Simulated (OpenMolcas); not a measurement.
An OpenMolcas run meant for Ho⁴⁺ (ANO-R2, X2C; inactive shells 1s 2s 2p 3s 3p 3d 4s 4p 4d 5s 5p; intended active space 9 electrons in 7 orbitals (4f)). One step of its input:

```
&RASSCF
FileOrb=start.orb
Symmetry=2
Spin=6
nActEl=9 0 0
Inactive=15 12
Ras2=0 7
CIRoot=21 21 1
SDav=21
CIMx=300
Iter=3 100
PrWF=0.3
OrbListing=Nothing
MaxOrb=0
Atom
>>> COPY $Project.JobIph JOB001
```

Lines from the output:

```
...
      Natural orbitals and occupation numbers for root  3
      sym 2:   1.647685   1.647685   1.080134   1.000000   1.272181   1.272181   1.080134
::    RASSCF root number  1 Total energy: -12608.62623985
::    RASSCF root number  2 Total energy: -12608.62623985
::    RASSCF root number  3 Total energy: -12608.62623985
::    RASSCF root number  4 Total energy: -12608.62623985
::    RASSCF root number  5 Total energy: -12608.62623985
::    RASSCF root number  6 Total energy: -12608.62623985
::    RASSCF root number  7 Total energy: -12608.62623985
::    RASSCF root number  8 Total energy: -12608.62623985
::    RASSCF root number  9 Total energy: -12608.62623985
::    RASSCF root number 10 Total energy: -12608.62623985
::    RASSCF root number 11 Total energy: -12608.62623985
::    RASSCF root number 12 Total energy: -12608.58810941
                  YZ=  4.0986E-02              ZZ= -1.6110E-01
--
  Molden files will not be produced
      Average orbitals are written to the RASORB file
--- Stop Module: rasscf at  /rc=_RC_NOT_CONVERGED_ ---
.#######################.
.# Convergence problem #.
.#######################.
```

Task: What is wrong with the input?

Result: The iteration limit is far too low, so the equations stop before they converge.
